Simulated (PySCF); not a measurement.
Zr(F)3(OH) (F₃HOZr), SMILES [OH][Zr]([F])([F])[F], multiplicity 1. Atoms are numbered in the order given.

```xyz
6

Zr     0.0000     0.0000     0.0079
F     -1.5587    -0.8999     0.6577
F      0.0000     1.7999     0.6577
F      1.5587    -0.8999     0.6577
O      0.0000     0.0000    -1.9018
H      0.0000     0.0000    -2.8612
```

Coordinates come from a B3LYP-D3(BJ)/def2-SVP optimisation. The spin state was assumed, not searched. The structure was generated by enumeration; whether it is a known compound was not checked. The def2 effective core potentials stand for the cores of Zr; spin–orbit coupling is left out. The values are those of a single conformer.

All values below come from PySCF 2.14.0 with TDA-PBE0/def2-SVPD.

Vertical excitations; the highest root listed may be one member of a degenerate set. Isolated molecule, no solvent. State labels are in the subgroup Cs.

Problem. Give excitation energies, oscillator strengths and character. (Estimate from the structure and the level; the computed values follow.)

Solution. 
| state | symmetry | energy (eV) | λ (nm) | f | main pairs |
|---|---|---|---|---|---|
| S1 | A" | 7.58 | 164 | 0.000 | HOMO→LUMO 49 %, HOMO−1→LUMO+1 49 % |
| S2 | A" | 7.68 | 161 | 0.002 | HOMO−1→LUMO+1, HOMO→LUMO (degenerate set) |
| S3 | A' | 7.68 | 161 | 0.002 | HOMO→LUMO+1, HOMO−1→LUMO (degenerate set) |
| S4 | A' | 8.24 | 150 | 0.053 | HOMO−1→LUMO 37 %, HOMO→LUMO+1 37 %, HOMO→LUMO+4 12 %, HOMO−1→LUMO+5 12 % |
| S5 | A' | 8.37 | 148 | 0.032 | HOMO−1→LUMO+2 (degenerate set) |
| S6 | A" | 8.37 | 148 | 0.032 | HOMO→LUMO+2 (degenerate set) |
| S7 | A' | 8.48 | 146 | 0.011 | HOMO−1→LUMO+3 (degenerate set) |
| S8 | A" | 8.48 | 146 | 0.011 | HOMO→LUMO+3 (degenerate set) |
| S9 | A" | 8.79 | 141 | 0.000 | HOMO−1→LUMO+4 47 %, HOMO→LUMO+5 47 % |
| S10 | A" | 8.88 | 140 | 0.004 | HOMO→LUMO+5 44 %, HOMO−1→LUMO+4 44 % |
| T1 | A' | 7.14 | 174 | 0 | HOMO−1→LUMO 44 %, HOMO→LUMO+1 43 % |
| T2 | A' | 7.34 | 169 | 0 | HOMO→LUMO+1, HOMO−1→LUMO (degenerate set) |
| T3 | A" | 7.34 | 169 | 0 | HOMO→LUMO, HOMO−1→LUMO+1 (degenerate set) |
| T4 | A" | 7.56 | 164 | 0 | HOMO−1→LUMO+1 49 %, HOMO→LUMO 49 % |
Triplets are in the Tamm–Dancoff approximation.
